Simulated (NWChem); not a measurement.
System: C2H7AlN2; SMILES [CH]([Al]([NH2])[NH2])=C

Input file for NWChem:

```
start job
memory heap 200 mb stack 900 mb global 1100 mb
geometry units angstroms noautoz
  Al     0.030994     0.464890     0.000369
  C      0.739764    -1.352528     0.001383
  C     -0.023350    -2.456152    -0.001102
  H      1.826719    -1.526046     0.003782
  H      0.396534    -3.470839    -0.000743
  H     -1.120181    -2.410759    -0.003715
  N      1.147924     1.847606    -0.000766
  H      2.157594     1.761867    -0.000003
  H      0.892444     2.827973    -0.002812
  N     -1.724026     0.748075     0.000287
  H     -2.177523     1.654013    -0.000118
  H     -2.428041     0.019698     0.001446
end
basis spherical
  * library def2-svp
end
dft
  xc b3lyp
  iterations 150
  mulliken
end
task dft energy
```

Output (shortened):

```
             Northwest Computational Chemistry Package (NWChem) 7.3.0
             --------------------------------------------------------

 C1  symmetry detected

                             Geometry "geometry" -> ""
                             -------------------------

 Output coordinates in angstroms (scale by  1.889725989 to convert to a.u.)

  No.       Tag          Charge          X              Y              Z
 ---- ---------------- ---------- -------------- -------------- --------------
    1 Al                  13.0000     0.01770886     0.46057927     0.00035952
    2 C                    6.0000     0.76024094    -1.34330800     0.00134002
    3 C                    6.0000     0.01783641    -2.46096816    -0.00118307
    4 H                    1.0000     1.85024216    -1.49652990     0.00375097
    5 H                    1.0000     0.45656600    -3.46765016    -0.00084242
    6 H                    1.0000    -1.07965023    -2.43603312    -0.00381128
    7 N                    7.0000     1.10866434     1.86387982    -0.00072537
    8 H                    1.0000     2.11975740     1.79698074     0.00005056
    9 H                    1.0000     0.83495009     2.83931309    -0.00275141
   10 N                    7.0000    -1.74228597     0.71099315     0.00025829
   11 H                    1.0000    -2.21259512     1.60831835    -0.00013150
   12 H                    1.0000    -2.43259821    -0.03038344     0.00138917

 Effective nuclear repulsion energy (a.u.)     201.1439894555

                                 NWChem DFT Module
                                 -----------------

 Summary of "ao basis" -> "ao basis" (spherical)
 ------------------------------------------------------------------------------
       Tag                 Description            Shells   Functions and Types
 ---------------- ------------------------------  ------  ---------------------
 Al                         def2-svp                 8       18   4s3p1d
 C                          def2-svp                 6       14   3s2p1d
 H                          def2-svp                 3        5   2s1p
 N                          def2-svp                 6       14   3s2p1d

            General Information
            -------------------
          SCF calculation type: DFT
          Wavefunction type:  closed shell.
          No. of atoms     :    12
          No. of electrons :    46
           Alpha electrons :    23
            Beta electrons :    23
          Charge           :     0
          Spin multiplicity:     1
          Use of symmetry is: off; symmetry adaption is: off
          Maximum number of iterations: 150
          AO basis - number of functions:   109
                     number of shells:    53
          Convergence on energy requested:  1.00D-06
          Convergence on density requested:  1.00D-05
          Convergence on gradient requested:  5.00D-04

              XC Information
              --------------
                         B3LYP Method XC Potential
                     Hartree-Fock (Exact) Exchange  0.200
                        Slater Exchange Functional  0.800 local
                    Becke 1988 Exchange Functional  0.720 non-local
              Lee-Yang-Parr Correlation Functional  0.810
                  VWN I RPA Correlation Functional  0.190 local

             Grid Information
             ----------------
          Grid used for XC integration:  medium
          Radial quadrature: Mura-Knowles
          Angular quadrature: Lebedev.
          Tag              B.-S. Rad. Rad. Pts. Rad. Cut. Ang. Pts.
          ---              ---------- --------- --------- ---------
          Al                  1.25       88          11.0       590
          C                   0.70       49          13.0       434
          H                   0.35       45          14.0       434
          N                   0.65       49          13.0       434
          Grid pruning is: on
          Number of quadrature shells:   599
          Spatial weights used:  Erf1

      Superposition of Atomic Density Guess
      -------------------------------------

 Sum of atomic energies:        -429.02435451

      Non-variational initial energy
      ------------------------------

 Total energy =    -431.377110
 1-e energy   =    -987.008064
 2-e energy   =     354.486964
 HOMO         =      -0.348270
 LUMO         =      -0.029666

     ---------------------------------------------
      Total Density - Mulliken Population Analysis
     ---------------------------------------------

    Atom       Charge   Shell Charges
 -----------   ------   -------------------------------------------------------
    1 Al  13    11.90   2.00  1.99  0.76  0.08  5.93  0.62  0.30  0.23
    2 C    6     6.50   1.99  1.00  0.35  2.00  1.14  0.02
    3 C    6     6.11   1.99  0.97  0.28  1.90  0.94  0.03
    4 H    1     0.89   0.67  0.20  0.03
    5 H    1     0.90   0.67  0.21  0.02
    6 H    1     0.90   0.67  0.20  0.02
    7 N    7     7.90   1.99  1.03  0.46  2.65  1.77  0.00
    8 H    1     0.75   0.59  0.12  0.05
    9 H    1     0.75   0.59  0.12  0.05
   10 N    7     7.90   1.99  1.03  0.46  2.65  1.77  0.00
   11 H    1     0.75   0.59  0.12  0.05
   12 H    1     0.75   0.59  0.12  0.05

   convergence    iter        energy       DeltaE   RMS-Dens  Diis-err
 ---------------- ----- ----------------- --------- --------- ---------
 d= 0,ls=0.0,diis     1   -432.1319872846 -6.33D+02  1.01D-02  6.95D-01
 d= 0,ls=0.0,diis     2   -432.1086314875  2.34D-02  5.63D-03  9.30D-01
 d= 0,ls=0.0,diis     3   -432.2106255362 -1.02D-01  1.14D-03  3.88D-02
 d= 0,ls=0.0,diis     4   -432.2149092022 -4.28D-03  3.52D-04  2.23D-03
 d= 0,ls=0.0,diis     5   -432.2151593513 -2.50D-04  1.30D-04  3.70D-04
  Resetting Diis
 d= 0,ls=0.0,diis     6   -432.2152070200 -4.77D-05  3.87D-05  2.28D-05
 d= 0,ls=0.0,diis     7   -432.2152101385 -3.12D-06  1.84D-05  1.54D-06
 d= 0,ls=0.0,diis     8   -432.2152099916  1.47D-07  1.07D-05  2.64D-06
 d= 0,ls=0.0,diis     9   -432.2152103504 -3.59D-07  1.79D-06  7.18D-08

         Total DFT energy =     -432.215210350363
      One electron energy =     -993.307638068621
           Coulomb energy =      405.960424044430
    Exchange-Corr. energy =      -46.011985781636
 Nuclear repulsion energy =      201.143989455463

 Numeric. integr. density =       45.999965713208

                       DFT Final Molecular Orbital Analysis
                       ------------------------------------

 Vector   21  Occ=2.000000D+00  E=-2.752554D-01
              MO Center=  2.2D-01, -1.1D+00,  2.5D-04, r^2= 3.7D+00
   Bfn.  Coefficient  Atom+Function         Bfn.  Coefficient  Atom+Function
  ----- ------------  ---------------      ----- ------------  ---------------
    24      0.341871   2 C  pz               38      0.335469   3 C  pz
    41      0.224112   3 C  pz               27      0.220489   2 C  pz
    91     -0.175449  10 N  pz               67     -0.167711   7 N  pz
    13      0.145747   1 Al pz               94      0.137574  10 N  pz
    70      0.130391   7 N  pz               10      0.106876   1 Al pz

 Vector   22  Occ=2.000000D+00  E=-2.496080D-01
              MO Center= -6.2D-02,  4.3D-01, -1.6D-04, r^2= 4.8D+00
   Bfn.  Coefficient  Atom+Function         Bfn.  Coefficient  Atom+Function
  ----- ------------  ---------------      ----- ------------  ---------------
    67      0.341730   7 N  pz               91      0.318816  10 N  pz
    70     -0.284057   7 N  pz               94     -0.263295  10 N  pz
    38      0.226537   3 C  pz               24      0.194759   2 C  pz
    41      0.159846   3 C  pz               27      0.157593   2 C  pz
    13     -0.155835   1 Al pz               10     -0.096456   1 Al pz

 Vector   23  Occ=2.000000D+00  E=-2.281026D-01
              MO Center= -3.7D-01,  1.2D+00, -2.1D-04, r^2= 3.2D+00
   Bfn.  Coefficient  Atom+Function         Bfn.  Coefficient  Atom+Function
  ----- ------------  ---------------      ----- ------------  ---------------
    91     -0.419447  10 N  pz               67      0.402954   7 N  pz
    94      0.375109  10 N  pz               70     -0.361232   7 N  pz
    17      0.067457   1 Al d  1             15     -0.025811   1 Al d -1

 Vector   24  Occ=0.000000D+00  E=-1.307312D-02
              MO Center=  2.7D-01, -1.3D+00,  4.7D-04, r^2= 3.7D+00
   Bfn.  Coefficient  Atom+Function         Bfn.  Coefficient  Atom+Function
  ----- ------------  ---------------      ----- ------------  ---------------
    41      0.541300   3 C  pz               27     -0.441937   2 C  pz
    38      0.396093   3 C  pz               13     -0.358657   1 Al pz
    24     -0.285275   2 C  pz               10     -0.184060   1 Al pz
    70      0.152268   7 N  pz               94      0.140761  10 N  pz
    67     -0.132328   7 N  pz               91     -0.116695  10 N  pz

 Vector   25  Occ=0.000000D+00  E= 1.861387D-02
              MO Center= -2.6D-01,  8.2D-01, -1.4D-04, r^2= 6.7D+00
   Bfn.  Coefficient  Atom+Function         Bfn.  Coefficient  Atom+Function
  ----- ------------  ---------------      ----- ------------  ---------------
     4      1.305530   1 Al s                88     -0.735290  10 N  s
    64     -0.673716   7 N  s                21     -0.477720   2 C  s
   101      0.288873  11 H  s               106      0.265748  12 H  s
    82      0.261481   9 H  s                77      0.233868   8 H  s
    35     -0.222208   3 C  s                58      0.198672   6 H  s

 Vector   26  Occ=0.000000D+00  E= 6.170915D-02
              MO Center= -1.9D-01,  5.3D-02,  3.2D-04, r^2= 9.4D+00
   Bfn.  Coefficient  Atom+Function         Bfn.  Coefficient  Atom+Function
  ----- ------------  ---------------      ----- ------------  ---------------
    35      0.950726   3 C  s                64     -0.880172   7 N  s
    88      0.745906  10 N  s                58     -0.695215   6 H  s
    53     -0.559581   5 H  s                11      0.535996   1 Al px
   106     -0.460146  12 H  s                82      0.437514   9 H  s
    77      0.403653   8 H  s               101     -0.359928  11 H  s

     ---------------------------------------------
      Total Density - Mulliken Population Analysis
     ---------------------------------------------

    Atom       Charge   Shell Charges
 -----------   ------   -------------------------------------------------------
    1 Al  13    12.31   2.00  1.98  0.77  0.02  5.92  0.86  0.47  0.29
    2 C    6     6.26   1.99  0.92  0.34  2.04  0.95  0.02
    3 C    6     6.03   1.99  0.91  0.23  2.04  0.84  0.03
    4 H    1     0.99   0.75  0.22  0.02
    5 H    1     0.98   0.75  0.21  0.02
    6 H    1     0.99   0.75  0.21  0.02
    7 N    7     7.44   1.99  0.97  0.45  2.46  1.56  0.01
    8 H    1     0.89   0.71  0.13  0.05
    9 H    1     0.89   0.71  0.13  0.05
   10 N    7     7.44   1.99  0.97  0.45  2.46  1.56  0.01
   11 H    1     0.89   0.71  0.13  0.05
   12 H    1     0.89   0.71  0.13  0.05

     -------------------------------------------
      Total Density - Lowdin Population Analysis
     -------------------------------------------

    Atom       Charge   Shell Charges
 -----------   ------   -------------------------------------------------------
    1 Al  13    12.55   2.00  1.93  0.50  0.20  5.81  1.00  0.64  0.46
    2 C    6     6.23   1.97  0.63  0.36  1.86  1.36  0.06
    3 C    6     6.03   1.97  0.61  0.32  1.83  1.24  0.07
    4 H    1     0.98   0.63  0.27  0.07
    5 H    1     0.98   0.64  0.28  0.07
    6 H    1     0.99   0.64  0.28  0.07
    7 N    7     7.24   1.97  0.70  0.44  2.25  1.86  0.02
    8 H    1     0.94   0.60  0.22  0.13
    9 H    1     0.94   0.60  0.22  0.13
   10 N    7     7.24   1.97  0.70  0.44  2.26  1.86  0.02
   11 H    1     0.94   0.60  0.22  0.13
   12 H    1     0.94   0.60  0.22  0.13

     Multipole analysis of the density
     ---------------------------------

     L   x y z        total         alpha         beta         nuclear
     -   - - -        -----         -----         ----         -------
     0   0 0 0     -0.000000    -23.000000    -23.000000     46.000000

     1   1 0 0     -0.121240     -0.060620     -0.060620      0.000000
     1   0 1 0      0.336773      0.168387      0.168387     -0.000000
     1   0 0 1     -0.000121     -0.000061     -0.000061     -0.000000

     2   2 0 0    -23.881969   -108.587876   -108.587876    193.293784
     2   1 1 0      0.504535     -0.608348     -0.608348      1.721231
     2   1 0 1      0.002735     -0.003420     -0.003420      0.009574
     2   0 2 0    -24.631817   -212.039460   -212.039460    399.447103
     2   0 1 1     -0.003852     -0.000605     -0.000605     -0.002642
     2   0 0 2    -29.577537    -14.788883    -14.788883      0.000228
```

Level: B3LYP/def2-SVP. All runs use the structure optimised with PBE0/def2-SVP. No frequency run checked for a minimum. B3LYP is NWChem's, with the RPA form of VWN correlation.
